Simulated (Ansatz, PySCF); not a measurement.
2,2-difluoro-1-silylethanone (C2H4F2OSi), SMILES O=C([SiH3])C(F)F.

The structure is a stationary point at PBE-D3(BJ)/def2-SVP. Other conformers were not sampled.

Vertical ionisation energy (IE) and electron affinity (EA) in eV. Rows of orbital energies are one-electron estimates. Where ΔSCF, EOM or ADC give a negative EA the extra electron is unbound and the value depends on the basis.

```tsv
level	IE	EA
−ε(HOMO), −ε(LUMO), HF/def2-TZVP (PySCF)	11.40	-2.02
−ε(HOMO), −ε(LUMO), PBE/def2-TZVP (PySCF)	6.18	3.35
ΔSCF, PBE0/def2-TZVPD (Ansatz), final states of multiplicity 2 and 2	9.84	0.31
ΔSCF, PBE/def2-TZVPD (Ansatz), final states of multiplicity 2 and 2	9.54	0.35
```

What vertical singlet–triplet gap does ΔSCF give with PBE0/def2-TZVPD (Ansatz, an electronic-structure program) and with PBE/def2-TZVPD (Ansatz)? (Estimate from the structure and the level; the computed values follow.)

2.53 and 2.51 eV (triplet above singlet where positive).
